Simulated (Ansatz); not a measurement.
C4H2Cl2Zr, SMILES `C#[C][Zr]([Cl])([Cl])[C]#C`. Charge 0, multiplicity 1. Zr: def2 effective core potential. The geometry is a stationary point of PBE0-D4/def2-TZVP.

```xyz
9

C    -1.790    1.158    1.956
C    -0.791    0.792    1.367
Zr    0.962    0.126    0.301
Cl    2.269    1.968   -0.244
Cl    2.123   -1.393    1.620
C     0.327   -0.852   -1.513
C    -0.050   -1.399   -2.532
H    -2.669    1.479    2.470
H    -0.383   -1.879   -3.425
```

(1) What is the dipole moment at B3LYP/def2-TZVPP? (Best estimate.)

(2) And with PBE, r2SCAN, ωB97M-V? (An estimate is asked.)

(3) Give the Mulliken charges with B3LYP, ωB97M-V, r2SCAN in def2-TZVPP. (Best estimate.)

Answers

(1) Computed: 1.95 D, with components (-1.84, -0.24, -0.58) D in this frame, pointing from negative to positive charge.

(2) The calculation gave: PBE 1.89 D, r2SCAN 2.05 D, ωB97M-V 1.86 D.

(3) The calculation gave: 
| atom | B3LYP | ωB97M-V | r2SCAN |
| --- | --- | --- | --- |
| C1 | -0.21 | -0.26 | -0.32 |
| C2 | -0.42 | -0.38 | -0.33 |
| Zr3 | 1.27 | 1.26 | 1.38 |
| Cl4 | -0.25 | -0.21 | -0.26 |
| Cl5 | -0.25 | -0.21 | -0.26 |
| C6 | -0.42 | -0.38 | -0.33 |
| C7 | -0.21 | -0.26 | -0.32 |
| H8 | 0.24 | 0.22 | 0.21 |
| H9 | 0.24 | 0.22 | 0.21 |

B3LYP here is the variant with VWN-RPA as its local correlation; programs differ in this.
